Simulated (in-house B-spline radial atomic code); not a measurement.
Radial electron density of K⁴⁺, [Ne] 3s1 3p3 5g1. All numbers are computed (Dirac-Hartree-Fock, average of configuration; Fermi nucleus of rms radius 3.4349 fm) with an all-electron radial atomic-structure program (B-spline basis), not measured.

Columns: r (bohr), 4πr²n(r) (electrons per bohr), bar.

```
 0.00299   0.4824 #
 0.00368    0.709 #
 0.00454     1.04 ##
 0.00559    1.509 ###
 0.00689    2.174 ####
 0.00849    3.094 ######
  0.0105    4.367 #########
  0.0129    5.996 ############
  0.0159    8.099 ################
  0.0196    10.66 #####################
  0.0241    13.55 ###########################
  0.0297    16.62 #################################
  0.0366    19.43 ######################################
  0.0451    21.48 ##########################################
  0.0556    22.24 ############################################
  0.0685    21.43 ##########################################
  0.0844    19.34 ######################################
   0.104    16.94 #################################
   0.128    15.66 ###############################
   0.158    16.51 ################################
   0.194    19.18 ######################################
    0.24       22 ###########################################
   0.295    22.35 ############################################
   0.364    19.01 #####################################
   0.448    13.15 ##########################
   0.552     7.58 ###############
   0.681    4.606 #########
   0.839    4.152 ########
    1.03    4.281 ########
    1.27    3.533 #######
    1.57    2.032 ####
    1.93   0.7967 ##
    2.38   0.2158 
    2.93   0.1017 
    3.62   0.1593 
    4.45   0.2349 
    5.49   0.2386 
    6.76   0.1503 
    8.33  0.05234 
    10.3 0.008476 
    12.7 0.0005649 
    15.6 1.332e-05 
    19.2 7.812e-08
```

On this grid the curve has 4 maxima, near 0.0556, 0.295, 1.03, 5.49 bohr.

The 3s1/2 radial function P(r) = rR(r), positive near the nucleus, with its small component Q(r) (sign convention: Q ≈ (P' + κP/r)/2c):

```tsv
r (bohr)	P	Q
0.00105	0.01877	-0.001311
0.0016	0.02819	-0.001976
0.00243	0.04196	-0.002953
0.00368	0.06178	-0.004372
0.00559	0.09005	-0.006429
0.00849	0.1286	-0.009311
0.0129	0.1782	-0.01319
0.0196	0.2348	-0.01803
0.0297	0.2845	-0.02332
0.0451	0.2976	-0.02779
0.0685	0.2244	-0.02895
0.104	0.01803	-0.02377
0.158	-0.299	-0.01107
0.24	-0.5374	0.004837
0.364	-0.3788	0.01427
0.552	0.2839	0.01089
0.839	0.9646	1.858e-05
1.27	0.9434	-0.005566
1.93	0.3877	-0.003143
2.93	0.0538	-0.0004931
4.45	0.001572	-1.52e-05
```
